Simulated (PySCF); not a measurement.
## ZrI₃⁺: from structure and modes to constants

All numbers come from PySCF, PBE0, basis Zr def2-SVP with ECP28, I def2-SVP with ECP28 (scalar-relativistic core potentials, no spin–orbit coupling, density fitting).

The singlet minimum has C3v symmetry. Masses (u): Zr 89.90470, I 126.90447.

```xyz
4
charge 1 multiplicity 1, angstrom
Zr    0.0000    0.0000    0.7185
I     2.4582    0.0000   -0.1722
I    -1.2291    2.1289   -0.1722
I    -1.2291   -2.1289   -0.1722
```

Harmonic wavenumbers (cm⁻¹): 56.8 (e, ×2), 57.5 (a1, ×1), 225.0 (a1, ×1), 291.4 (e, ×2).

Question: What is the harmonic zero-point energy?

Answer: Half the sum of all 6 wavenumbers, 979/2 = 489 cm⁻¹, which is 5.9 kJ/mol (1 cm⁻¹ = 0.0119627 kJ/mol).

Question: Find the vibrational entropy and heat capacity at 298.15 K.

Answer: With u = 1.43878 ω/T, each mode gives S = R[u/(eᵘ−1) − ln(1−e⁻ᵘ)] and C = R u² eᵘ/(eᵘ−1)².
```json
{"ω (cm⁻¹)": "56.8 (×2)", "u": "0.274", "S (J/(mol K))": "19.10", "C (J/(mol K))": "8.26"}
{"ω (cm⁻¹)": "57.5", "u": "0.277", "S (J/(mol K))": "19.01", "C (J/(mol K))": "8.26"}
{"ω (cm⁻¹)": "225.0", "u": "1.086", "S (J/(mol K))": "8.03", "C (J/(mol K))": "7.54"}
{"ω (cm⁻¹)": "291.4 (×2)", "u": "1.406", "S (J/(mol K))": "6.13", "C (J/(mol K))": "7.07"}
```
The sums over all modes are S = 77.5 and C = 46.5 J/(mol K); the softest mode gives 25 % of the entropy (each member, where degenerate).

Question: Give the standard entropy (298.15 K, 1 bar) by its translational, rotational, vibrational and spin parts, and Cp.

Answer: Sackur–Tetrode with M = 470.62 u gives 185.6; rotation with symmetry number 3 gives 130.6; vibration 77.5; spin R ln 1 = 0.0. The total is 393.7 J/(mol K), and Cp = 4 R + 46.5 = 79.7 J/(mol K).

Stability towards spin polarisation was not tested. This need not be the most stable arrangement of these atoms.
